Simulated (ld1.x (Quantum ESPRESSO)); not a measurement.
# calcium: one change to a TM semilocal potential, before and after

* Element: calcium
* Generator: ld1.x (Quantum ESPRESSO) 7.5
* Type: norm-conserving Troullier–Martins (semilocal form)
* Functional: LDA (PZ)
* Relativity: scalar-relativistic
* Frozen core: [Ne] 3s2
* Valence charge: 8
* Reference configuration: 3p6 3d0 4s2 4p0
* Partial waves: 4s (bound): rc 3.70 bohr; 3p (bound): rc 1.85 bohr; 3d (bound, empty): rc 1.55 bohr
* Local potential: the d channel
* Core correction: Bessel-smoothed model core inside 1.10 bohr

Change: wave 4s (bound): rc 3.70 bohr becomes 4s (bound): rc 5.40 bohr.

Cutoffs: the cutoffs (Ry, on a coarse ladder) from which the occupation-weighted sum of valence levels, in a spherical-Bessel basis at the reference potential, stays within 10 and 1 mRy of its value at 400 Ry; they do not see the model core or the augmentation charge, which bear on the density cutoff. Errors are all-electron minus pseudo energies relative to the spin-unpolarised reference configuration.

Task: Predict the effect on cutoff, ghosts and configuration errors.

Result: The potential gets neither clearly harder nor softer (30 Ry and 50 Ry → 30 Ry and 50 Ry); of the 9 tests that both files solve, the error grows in 8 and shrinks in 1 by more than 15 % and 0.3 meV (median size 9.2 → 20.1 meV); neither file shows a bound ghost. A semilocal file is local in each channel, so a ghost entry of none says nothing of the separable form that plane-wave codes build from it.

| quantity | base | changed |
| --- | --- | --- |
| cutoff, loose | 30 Ry | 30 Ry |
| cutoff, tight | 50 Ry | 50 Ry |
| bound ghosts | none | none |
| error for 3p6 3d0 4s1 4p0, meV [ΔE 6.46 eV] | +3.4 | -4.5 |
| error for 3p6 3d0 4s0 4p0, meV [ΔE 18.41 eV] | -9.5 | -261 |
| error for 3p6 3d0 4s1.5 4p0, meV [ΔE 2.57 eV] | +0.9 | +1.9 |
| error for 3p6 3d0 4s1 4p1, meV [ΔE 2.49 eV] | +9.2 | -11 |
| error for 3p6 3d0 4s0 4p2, meV [ΔE 5.12 eV] | +15 | -87 |
| error for 3p6 3d1 4s1 4p0, meV [ΔE 2.24 eV] | -32 | +48 |
| error for 3p6 3d1 4s0 4p0, meV [ΔE 7.80 eV] | -82 | +20 |
| error for 3p6 3d0 4s1 4p0 (spin-polarised), meV [ΔE 6.25 eV] | +1.3 | -28 |
| error for 3p6 3d0 4s1.5 4p0 (spin-polarised), meV [ΔE 2.53 eV] | +0.7 | -1.4 |

Base: The cutoffs count occupied waves only; the empty 3d level needs 60 Ry at the loose tolerance. Changed file: The cutoffs count occupied waves only; the empty 3d level needs 60 Ry at the loose tolerance.
